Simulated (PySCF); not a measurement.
Induced dipoles and field energies

C₄H₆N₂Si.
Numbering: `[SiH3:1][c:2]1[cH:3][cH:4][cH:5][n:6][n:7]1` (hydrogens: H8, H9, H10 on Si1; H11 on C3; H12 on C4; H13 on C5)

Geometry (GFN2-xTB, Å), atoms numbered from 1 in this order:
```
atom  x, y, z in Å
Si1    2.3441    0.0614    0.2704
C2     0.4656   -0.1382    0.1222
C3    -0.3979    0.8155   -0.4288
C4    -1.7450    0.5227   -0.4661
C5    -2.1309   -0.7120    0.0533
N6    -1.2682   -1.5704    0.5611
N7    -0.0010   -1.2872    0.5938
H8     2.9863   -0.9651   -0.5459
H9     2.7119   -0.0542    1.6781
H10    2.6751    1.3976   -0.2384
H11   -0.0079    1.7490   -0.8086
H12   -2.4717    1.2098   -0.8749
H13   -3.1646   -1.0286    0.0660
```

Level: CAM-B3LYP/def2-SVPD (PySCF); nuclei fixed, core orbitals frozen in the response. Permanent dipole (-0.879, 3.442, -1.703) D (1 au = 2.5417 D). Static polarisability (au):

```
x   109.40   3.86   4.83
y     3.86  79.28  -9.62
z     4.83  -9.62  62.44
```

Only the terms in μ and α are kept: μ(F) = μ + αF and ΔE = −μ·F − ½ F·αF.

Apply 0.005 au along ±x, ±y and ±z in turn. Tabulate induced and total dipoles and both energy terms.

```csv
field along,induced x (D),induced y (D),induced z (D),total size (D),−μ·F (kJ/mol),−½F·αF (kJ/mol)
+x,1.390,0.049,0.061,3.892,+4.540,-3.590
−x,-1.390,-0.049,-0.061,4.447,-4.540,-3.590
+y,0.049,1.008,-0.122,4.880,-17.777,-2.602
−y,-0.049,-1.008,0.122,3.047,+17.777,-2.602
+z,0.061,-0.122,0.794,3.538,+8.796,-2.049
−z,-0.061,0.122,-0.794,4.452,-8.796,-2.049
```

For the field (-0.0035, 0.0030, -0.0035) au, what is the induced dipole, and what angle does it make with the field?

αF = (-0.987, 0.656, -0.672) D, at 9.6° to the field. The polarisability along this direction, F·αF/F², is 91.28 au, against a mean of 83.71 au.

At what field along the permanent dipole would the induced dipole along it equal the permanent one, in this linear picture?

The polarisability along the dipole is 84.33 au, so F = 1.5499 au / 84.33 au = 0.0184 au = 0.95 V/Å; higher-order terms are ignored.

What field makes μF equal to kT at 100 K?

kT = 0.3167 × 10⁻³ Eh, so F = 0.000204 au = 1.05 MV/cm.

A unit point charge sits 20 Å away. Estimate the induction energy −αe²/2R⁴ with the mean polarisability, treating the molecule as a point.

R = 37.79 bohr, so the energy is −83.7/(2 × 37.79⁴) Eh = -0.0539 kJ/mol. The charge–dipole term at its most favourable orientation, −μe/R², is -2.85 kJ/mol.

Geometry: GFN2-xTB; no solvent, vibrations or thermal averaging. GFN2-xTB frequencies show an imaginary mode (39i cm⁻¹), so this geometry is no minimum at that level.
